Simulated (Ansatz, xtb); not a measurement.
## CH5GeNO: where a starting geometry ends

The starting geometry of this gas-phase singlet was built from a drawn formula by distance geometry and a force field; its bonds are those of `[CH3][Ge][O]N`.

```tsv
atom	x (Å)	y (Å)	z (Å)
C	-1.3212	1.7046	-1.4942
Ge	-1.5982	0.0347	-0.4522
N	0.5105	0.0658	0.9226
O	0.0725	-0.6705	-0.0837
H	-2.3291	2.1023	-1.7314
H	-0.7453	2.3747	-0.9193
H	-0.7858	1.4503	-2.3945
H	1.4261	0.5524	0.5710
H	0.7820	-0.5334	1.6968
```

**Question.** Predict what becomes of its bonds when it is optimised with r2SCAN-D4/def2-SVP.

**Answer.** A new bond forms, giving a structure given below by its coordinates. Contacts that close: Ge2–N3 (2.52 → 2.07 Å).

The energy falls by 0.95 eV over 16 steps:

| step | E − E(last) (eV) |
| --- | --- |
| 1 | 0.953 |
| 3 | 0.305 |
| 4 | 0.121 |
| 6 | 0.036 |
| 8 | 0.005 |
| 9 | 0.003 |
| 11 | 0.001 |
| 13 | 0.000 |
| 14 | 0.000 |
| 16 | 0.000 |

Final geometry (Å):

```xyz
9

C    -1.1476    1.5260   -1.4210
Ge   -1.3494   -0.2498   -0.5023
N     0.2089    0.1502    0.7955
O     0.5528   -0.5981   -0.3576
H    -1.7877    2.2970   -0.9575
H    -0.1011    1.8727   -1.4318
H    -1.4783    1.4231   -2.4695
H     0.7115    1.0437    0.8117
H     0.4022   -0.3839    1.6475
```

From the same start GFN2-xTB reaches the same bonding as this run.

The end wasn't checked by frequencies. Run with Ansatz 0.2.0, 38 s on 2 threads of Arm Neoverse V2, with other jobs on the host.
